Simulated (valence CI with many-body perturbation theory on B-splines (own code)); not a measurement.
Results of a calculation; reference values are marked as such.
**Nd³⁸⁺: what each term of the Hamiltonian does**

Level of theory: configuration interaction combined with many-body perturbation theory (CI+MBPT): four valence electrons over a frozen Dirac-Fock core [Ar], a basis of 9 s, 9 p, 10 d, 8 f, 5 g, 3 h, 1 i functions for each j, with the one-electron correlation potential Σ1 (screened to all orders), the two-electron term Σ2, the three-electron term Σ3, Breit, model QED; selected single and double excitations, second order for the rest (own B-spline code, finite nucleus).

No measured spectrum was set against this ion. As an estimate, large intervals hold to a few tenths of a per cent, small ones and those within an open d or f shell to about a per cent. Only levels of the ground parity were solved; by the run's estimate the other parity begins above the list, which can be wrong where configurations are misplaced.

Each rung adds one term. CI alone is the Dirac-Coulomb CI over the frozen core; QED comes last and gives the full result, which names the levels. Energies are above (3d3/2^4) J=0 on the same rung, in cm⁻¹.

Levels are named by their leading jj configuration (3d3/2^4 stands for four electrons in 3d with j = 3/2), which in mixed levels can hold well under half, so a name can repeat and another be missing. Letters in brackets count levels of one name in rising energy.

| Level | CI alone | + Σ1 | + Σ2 | + Σ3 | + Breit | Full |
| --- | --- | --- | --- | --- | --- | --- |
| (3d3/2^3 3d5/2) J=1 | 159819 | 160968 | 163945 | 164934 | 158700 | 159299 |
| (3d3/2^3 3d5/2) J=2 | 235896 | 237317 | 239480 | 240457 | 230721 | 231441 |
| (3d3/2^3 3d5/2) J=4 | 243609 | 244832 | 247773 | 247459 | 235052 | 235660 |
| (3d3/2^3 3d5/2) J=3 | 264132 | 265534 | 267215 | 267612 | 257178 | 257879 |
| (3d3/2^2 3d5/2^2) J=0 [a] | 380018 | 382309 | 385677 | 385488 | 374484 | 375651 |
| (3d3/2^2 3d5/2^2) J=4 [a] | 399479 | 401836 | 407534 | 408224 | 390815 | 392013 |
| (3d3/2^2 3d5/2^2) J=2 [a] | 402740 | 404878 | 406690 | 408169 | 396350 | 397425 |
| (3d3/2^2 3d5/2^2) J=3 [a] | 414056 | 416353 | 419752 | 420424 | 406126 | 407282 |
| (3d3/2^2 3d5/2^2) J=5 | 443840 | 446200 | 451905 | 452275 | 432137 | 433317 |
| (3d3/2^2 3d5/2^2) J=1 | 459065 | 461506 | 462305 | 463464 | 449864 | 451083 |
| (3d3/2^2 3d5/2^2) J=6 | 465484 | 467877 | 474840 | 474887 | 450556 | 451746 |
| (3d3/2^2 3d5/2^2) J=4 [b] | 494220 | 496658 | 499293 | 498515 | 479128 | 480331 |
| (3d3/2^2 3d5/2^2) J=3 [b] | 498717 | 501070 | 500461 | 500793 | 484642 | 485798 |
| (3d3/2^2 3d5/2^2) J=2 [b] | 502071 | 504515 | 503665 | 504675 | 488435 | 489640 |
| (3d3/2^2 3d5/2^2) J=2 [c] | 571742 | 574296 | 573590 | 574449 | 560602 | 561839 |
| (3d3/2^2 3d5/2^2) J=4 [c] | 587539 | 590524 | 592762 | 593789 | 574512 | 575986 |
| (3d3/2 3d5/2^3) J=3 [a] | 634268 | 637731 | 641982 | 642277 | 622718 | 624461 |
| (3d3/2 3d5/2^3) J=4 [a] | 649136 | 652174 | 654064 | 654185 | 634881 | 636384 |
| (3d3/2 3d5/2^3) J=5 | 670240 | 673810 | 679703 | 679853 | 653538 | 655328 |
| (3d3/2 3d5/2^3) J=1 [a] | 666705 | 670179 | 671579 | 671289 | 653682 | 655420 |
| (3d3/2^2 3d5/2^2) J=2 [d] | 670022 | 672772 | 667987 | 669457 | 654707 | 656021 |
| (3d3/2 3d5/2^3) J=6 | 678281 | 681843 | 690329 | 690376 | 661266 | 663046 |
| (3d3/2 3d5/2^3) J=0 | 705912 | 709170 | 707518 | 706977 | 689745 | 691358 |
| (3d3/2 3d5/2^3) J=2 [a] | 725011 | 728509 | 728608 | 729641 | 710010 | 711732 |
| (3d3/2 3d5/2^3) J=3 [b] | 738662 | 742231 | 742407 | 742534 | 720309 | 722069 |
| (3d3/2 3d5/2^3) J=3 [c] | 823437 | 827122 | 825563 | 826412 | 805969 | 807757 |
| (3d3/2^2 3d5/2^2) J=0 [b] | 828501 | 831843 | 824404 | 822532 | 807292 | 808856 |
| (3d3/2 3d5/2^3) J=1 [b] | 826060 | 829718 | 825650 | 827161 | 810255 | 812028 |
| (3d3/2 3d5/2^3) J=4 [b] | 833504 | 837210 | 837472 | 837953 | 815265 | 817058 |
| (3d3/2 3d5/2^3) J=2 [b] | 856027 | 859843 | 855961 | 857304 | 836777 | 838622 |
| (3d5/2^4) J=4 | 902645 | 907289 | 912192 | 911822 | 884668 | 886989 |

Task: How does the ionisation energy move along the ladder, and which term matters most?

Result: CI alone 2749.8, + Σ1 2752.3, + Σ2 2760.6, + Σ3 2760.7, + Breit 2758.7, + QED 2758.8 eV. The largest step is Σ2, 8.3 eV. NIST lists 2758 ± 4 eV (theoretical).
